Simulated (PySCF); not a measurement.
**Worked example: oscillator strength and radiative lifetime**

CH7ClN2Si, SMILES NC[Si@@H](N)Cl.

Geometry: B3LYP-D3(BJ)/def2-SVP. The structure was generated by enumeration; whether it is a known compound was not checked. The values are those of a single conformer.

TDA-PBE/def2-SVPD in PySCF puts the first singlet state with f over 0.02 at 5.31 eV (vertical), with the transition dipole (0.408, 0.265, 0.033) in atomic units.

Problem. Find the oscillator strength, the wavelength and the radiative lifetime that this transition would have in vacuum if emission retraced absorption.

Solution. 
|μ|² = 0.2378 au, so |μ| = 1.24 D. ΔE = 5.31/27.211 = 0.1951 hartree. f = (2/3) ΔE |μ|² = 0.031 (the program prints 0.031).
λ = 1239.84/5.31 = 233 nm; ν = 42828 cm⁻¹.
Einstein's coefficient A = 0.6670 ν² f s⁻¹ (ν in cm⁻¹) = 3.8e7 s⁻¹, so τ = 1/A = 26 ns. This state is S2; the lower singlet has f = 0.001. The figure is the radiative limit of this one transition; relaxation, internal conversion, crossing to triplets and a medium change what is measured.
